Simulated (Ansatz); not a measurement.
Gas-phase electronic energies from Ansatz, PBE0-D4/def2-TZVP geometries. CCSD(T)/CBS adds triple-zeta CCSD(T) − MP2 to the extrapolated MP2 energy (def2 sets, frozen cores). This one scheme is used for every species, atoms too. For atomizations the MP2-based limit and the directly extrapolated one differ by several kJ/mol either way, and by 10 to 25 for some Ge, Se and Sn compounds, so smaller differences from it don't rank the levels. DFT in def2-TZVPP. No spin–orbit coupling; open shells (•) take unrestricted orbitals. Spin–orbit coupling would lower the free atoms: a little for C; clearly for Ge. For Ge outer-core shells are correlated without core-valence functions, so the limit isn't a true one: a few kJ/mol of doubt a bond, and 10 to 20 or more in all where bonds break to atoms. Scalar relativity is left out up to krypton. Each species was taken in one conformer, which may not be the lowest.

Reaction (atomization): `C=C[N]([GeH3])C(C)(C)C` → 6 C• + Ge• + 15 H• + N•

CCSD(T)/CBS gives +90.85 eV.

Problem. Another level gave +88.74 eV. Which?
A. BHLYP-D4/def2-TZVPP
B. r2SCAN-D4/def2-TZVPP
C. CCSD(T)/def2-TZVPP
D. PBE0/def2-TZVPP

Solution. A. BHLYP-D4 88.74, r2SCAN-D4 90.92, CCSD(T)/def2-TZVPP 88.90, PBE0 90.71 eV.

Largest T1 diagnostic among the species: 0.011.

Leaving LDA and LC-ωPBE aside and taking each functional with its dispersion term where it has one, the values, not all of them listed here, spread over 3.71 eV, from BHLYP-D4 to PBE-D4. LDA lies +11.74 eV from PBE without D4, its usual overbinding. From BLYP to BHLYP (50 % exact exchange), in def2-TZVPP and without D4, ΔE moves by −1.09 eV: exact exchange takes away binding that semilocal exchange gives to molecules.
